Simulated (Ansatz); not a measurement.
Stretching the O3–H4 bond in BeH2O (SMILES [BeH][OH]) (multiplicity 1 held, fragments rigid). Energies count from the point at 0.952 Å.
Geometry at that point (charge 0, multiplicity 1):
```xyz
4

Be    -0.78408    -0.35296     0.02982
H     -1.99530    -0.89493     0.07985
O      0.51114     0.18522    -0.07360
H      1.04250     0.82503     0.38969
```

Signs of static correlation in aug-cc-pVDZ, with CASSCF(4,3), from Ansatz (an electronic-structure program) runs.

```json
[
 {"R (Å)": "0.762", "T1 of restricted CCSD": "0.014", "⟨S²⟩ of UHF": "0.000", "largest double amplitude of restricted CCSD": "0.024", "weight of the CASSCF reference in MRCISD": "0.933", "CASSCF natural occupations": "2.00 1.99 0.01"},
 {"R (Å)": "0.857", "T1 of restricted CCSD": "0.014", "⟨S²⟩ of UHF": "0.000", "largest double amplitude of restricted CCSD": "0.025", "weight of the CASSCF reference in MRCISD": "0.932", "CASSCF natural occupations": "2.00 1.99 0.01"},
 {"R (Å)": "0.952", "T1 of restricted CCSD": "0.015", "⟨S²⟩ of UHF": "0.000", "largest double amplitude of restricted CCSD": "0.024", "weight of the CASSCF reference in MRCISD": "0.931", "CASSCF natural occupations": "2.00 1.98 0.02"},
 {"R (Å)": "1.047", "T1 of restricted CCSD": "0.015", "⟨S²⟩ of UHF": "0.000", "largest double amplitude of restricted CCSD": "0.024", "weight of the CASSCF reference in MRCISD": "0.930", "CASSCF natural occupations": "2.00 1.98 0.02"},
 {"R (Å)": "1.142", "T1 of restricted CCSD": "0.016", "⟨S²⟩ of UHF": "0.000", "largest double amplitude of restricted CCSD": "0.024", "weight of the CASSCF reference in MRCISD": "0.929", "CASSCF natural occupations": "2.00 1.97 0.04"},
 {"R (Å)": "1.285", "T1 of restricted CCSD": "0.018", "⟨S²⟩ of UHF": "0.000", "largest double amplitude of restricted CCSD": "0.029", "weight of the CASSCF reference in MRCISD": "0.927", "CASSCF natural occupations": "2.00 1.94 0.06"},
 {"R (Å)": "1.428", "T1 of restricted CCSD": "0.019", "⟨S²⟩ of UHF": "0.097", "largest double amplitude of restricted CCSD": "0.029", "weight of the CASSCF reference in MRCISD": "0.927", "CASSCF natural occupations": "2.00 1.91 0.10"},
 {"R (Å)": "1.666", "T1 of restricted CCSD": "0.023", "⟨S²⟩ of UHF": "(withheld)", "largest double amplitude of restricted CCSD": "0.099", "weight of the CASSCF reference in MRCISD": "0.927", "CASSCF natural occupations": "2.00 1.80 0.20"},
 {"R (Å)": "1.904", "T1 of restricted CCSD": "0.030", "⟨S²⟩ of UHF": "0.903", "largest double amplitude of restricted CCSD": "0.230", "weight of the CASSCF reference in MRCISD": "0.930", "CASSCF natural occupations": "2.00 1.63 0.37"},
 {"R (Å)": "2.190", "T1 of restricted CCSD": "(withheld)", "⟨S²⟩ of UHF": "0.975", "largest double amplitude of restricted CCSD": "0.425", "weight of the CASSCF reference in MRCISD": "0.933", "CASSCF natural occupations": "2.00 1.39 0.61"},
 {"R (Å)": "2.570", "T1 of restricted CCSD": "0.067", "⟨S²⟩ of UHF": "0.998", "largest double amplitude of restricted CCSD": "0.634", "weight of the CASSCF reference in MRCISD": "0.934", "CASSCF natural occupations": "2.00 1.19 0.81"},
 {"R (Å)": "3.046", "T1 of restricted CCSD": "0.073", "⟨S²⟩ of UHF": "1.005", "largest double amplitude of restricted CCSD": "0.772", "weight of the CASSCF reference in MRCISD": "0.934", "CASSCF natural occupations": "2.00 1.08 0.92"}
]
```

Problem. What belongs in the gaps?

Solution. 
- 1.666, ⟨S²⟩ of UHF: 0.695
- 2.190, T1 of restricted CCSD: 0.048

Doubts at one or more of the structures used: active orbitals that take no part (SC-NEVPT2 on CASSCF(4,3)/aug-cc-pVDZ); a restricted determinant that unrestricted orbitals would lower (R-CCSD(T)/aug-cc-pVDZ); other coupled-cluster roots lie near (R-CCSD(T)/aug-cc-pVDZ); T1 above 0.05 (R-CCSD(T)/aug-cc-pVDZ, U-CCSD(T)/aug-cc-pVDZ); a spin-contaminated determinant (U-CCSD(T)/aug-cc-pVDZ).
